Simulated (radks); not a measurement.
Problem. All-electron atom: I32+ in [Ar] 3d3 (the NIST ground configuration). All-electron calculation, scalar-relativistic Kohn-Sham, SCAN, spin-polarised, spherical densities, finite nucleus; open shells are filled with parallel spins first (spin-orbit coupling, left out, can overturn this in heavy ions); meta-GGA in the generalised Kohn-Sham scheme; Fermi nuclear charge, rms radius 4.75 fm. Program: a radial shooting solver on a logarithmic mesh with Libxc functionals. Some entries of the table are withheld. Estimate them.

| orbital | occ. | eigenvalue (eV) | <1/r> (bohr^-1) |
|---|---|---|---|
| 1s up | 1 | -34585.33 | 56.83 |
| 1s down | 1 | -34585.02 | 56.83 |
| 2s up | 1 | (1) | 13.12 |
| 2s down | 1 | (2) | 13.15 |
| 2p up | 3 | (3) | 12.52 |
| 2p down | 3 | (4) | 12.54 |
| 3s up | 1 | -2344.916 | 5.071 |
| 3s down | 1 | -2329.786 | 5.043 |
| 3p up | 3 | -2176.763 | (5) |
| 3p down | 3 | -2160.706 | (6) |
| 3d up | 3 | -1956.770 | 4.637 |

Solution. 
(1) 2s up eigenvalue (eV): -6638.518
(2) 2s down eigenvalue (eV): -6623.833
(3) 2p up eigenvalue (eV): -6118.076
(4) 2p down eigenvalue (eV): -6107.059
(5) 3p up <1/r> (bohr^-1): 4.857
(6) 3p down <1/r> (bohr^-1): 4.828
